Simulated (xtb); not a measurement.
Input file for xtb: GFN2-xTB on AlFH2O (SMILES [OH][AlH][F]), a point of a bond scan (R = 0.766 Å).

```
$ xtb mol.xyz --gfn 2 --sp --chrg 0 --uhf 0
5

Al    -0.22437839    -0.36994440     0.12139836
H     -1.02851550    -1.64177396     0.51864000
F      1.24636186    -0.07531748     0.81825782
O     -0.85471535     0.70268961    -1.01729409
H     -0.51822254     1.34645120    -1.26168793
```

The head of its log:

```
[...]
           -------------------------------------------------
          |                Calculation Setup                |
           -------------------------------------------------



           -------------------------------------------------
          |                 G F N 2 - x T B                 |
           -------------------------------------------------

        Reference                      10.1021/acs.jctc.8b01176
      * Hamiltonian:
        H0-scaling (s, p, d)           1.850000    2.230000    2.230000
        zeta-weighting                 0.500000
      * Dispersion:
        s8                             2.700000
        a1                             0.520000
        a2                             5.000000
        s9                             5.000000
      * Repulsion:
        kExp                           1.500000    1.000000
        rExp                           1.000000
      * Coulomb:
        alpha                          2.000000
        third order                    shell-resolved
        anisotropic                    true
        a3                             3.000000
        a5                             4.000000
        cn-shift                       1.200000
        cn-exp                         4.000000
        max-rad                        5.000000


          ...................................................
          :                      SETUP                      :
          :.................................................:
          :  # basis functions                  20          :
          :  # atomic orbitals                  19          :
          :  # shells                            9          :
          :  # electrons                        18          :
          :  max. iterations                   250          :
          :  Hamiltonian                  GFN2-xTB          :
          :  restarted?                      false          :
          :  GBSA solvation                  false          :
          :  PC potential                    false          :
          :  electronic temp.          300.0000000     K    :
          :  accuracy                    1.0000000          :
          :  -> integral cutoff          0.2500000E+02      :
          :  -> integral neglect         0.1000000E-07      :
          :  -> SCF convergence          0.1000000E-05 Eh   :
          :  -> wf. convergence          0.1000000E-03 e    :
          :  Broyden damping             0.4000000          :
          :  net charge                          0          :
          :  unpaired electrons                  0          :
          ...................................................

 iter      E             dE          RMSdq      gap      omega  full diag
   1    -11.0657878 -0.110658E+02  0.194E+01    6.02       0.0  T
   2    -11.1064620 -0.406743E-01  0.111E+01    5.52       1.0  T
```

**Question.** Predict the final total energy.

**Answer.** -10.9862 hartree.
